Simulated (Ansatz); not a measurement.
Spectroscopic constants of ZrO, closed-shell singlet (the spin of the measured ground state). No spin–orbit coupling.

D_e counts from the fitted minimum to each atom's lowest state at the same level, without counterpoise. The singlet is restricted.

Correlated levels freeze the inner cores; with def2 sets outer-core shells near the valence are correlated too. CBS(a, b) extrapolates the correlation energy as X⁻³ and adds the Hartree–Fock energy of set b.

Run with Ansatz (a quantum-chemistry and plane-wave program). Values without a source in brackets are computed. In def2 rows elements past Kr take small-core potentials, without spin–orbit coupling.

```tsv
level	bond energy D_e (kJ/mol)
SVWN5/def2-TZVPP	945.2
B97M-V/def2-TZVPP	733.6
B3LYP/def2-TZVPP	738.8
BHLYP/def2-TZVPP	635.3
wB97M-V/def2-TZVPP	739.3
CCSD/def2-QZVPP	___
CCSD(T)/def2-TZVPP	754.3
CCSD(T)/def2-QZVPP	768.4
CCSD(T)/CBS(def2-TZVPP, def2-QZVPP)	775.4
```

Task: Some entries are withheld; supply them.

Result: 
- CCSD/def2-QZVPP, bond energy D_e (kJ/mol): 710.2

Doubts at one or more of the structures used: a restricted determinant that unrestricted orbitals would lower (CCSD/def2-QZVPP, CCSD(T)/def2-TZVPP, CCSD(T)/def2-QZVPP, CCSD(T)/CBS(def2-TZVPP, def2-QZVPP)).
